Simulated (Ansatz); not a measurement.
CH5BrOSi2, SMILES `[SiH3]C1(Br)O[SiH2]1`, one more setting.

```yaml
crystal:
  periodic: [false, false, false]
  atoms:
    - {symbol: Si, position_ang: [-1.373506, -0.779091, 0.255706]}
    - {symbol: C, position_ang: [0.325819, -0.260176, -0.345951]}
    - {symbol: Br, position_ang: [0.757737, -1.151260, -2.032600]}
    - {symbol: O, position_ang: [1.396276, -0.338267, 0.620645]}
    - {symbol: Si, position_ang: [1.269231, 1.234566, 0.061664]}
    - {symbol: H, position_ang: [-1.658081, -0.030638, 1.508901]}
    - {symbol: H, position_ang: [-2.369230, -0.424281, -0.783792]}
    - {symbol: H, position_ang: [-1.393110, -2.239018, 0.518462]}
    - {symbol: H, position_ang: [0.798149, 2.229696, 1.046385]}
    - {symbol: H, position_ang: [2.329813, 1.707370, -0.846421]}
basis:
  gaussian: {orbitals: def2-SVPD}
hamiltonian: {xc: {name: wB97M-V}}
```

```sh
$ ansatz run in.yaml --threads 4 --pin off --events-out ev --progress --plain --max-ram 10444MiB
```

Output, abridged:

```
Functional definition: wB97M-V
1601 factors; their error is unknown
606 factors; integrals over basis functions are off by at most 2.1e-5 eV
mean field evaluation 1: about -88940.6914 eV, gradient 4.2e1 eV
mean field evaluation 2: about -88937.9002 eV, gradient 5.9e1 eV
mean field evaluation 4: about -88944.2537 eV, gradient 1.1e0 eV
mean field evaluation 8: about -88944.2680 eV, gradient 5.9e-2 eV
mean field evaluation 16: about -88944.4113 eV, gradient 4.7e-5 eV
mean field -88944.41127708 eV, -3268.6468257455 hartree, gradient 4.7e-5 eV, S^2 0.000000; 0 other end points of the search recorded, 0 dependent functions left out
reference -88944.41134482 eV, -3268.6468282347 hartree; 41, 41 occupied and 131, 131 virtual orbitals, 1601 factors
Total energy: -88944.41134482 eV, -3268.6468282347 hartree
```

It took 11 s on 4 threads of an Arm Neoverse V2 on a shared host, with 0.65 GiB of host memory at the peak.
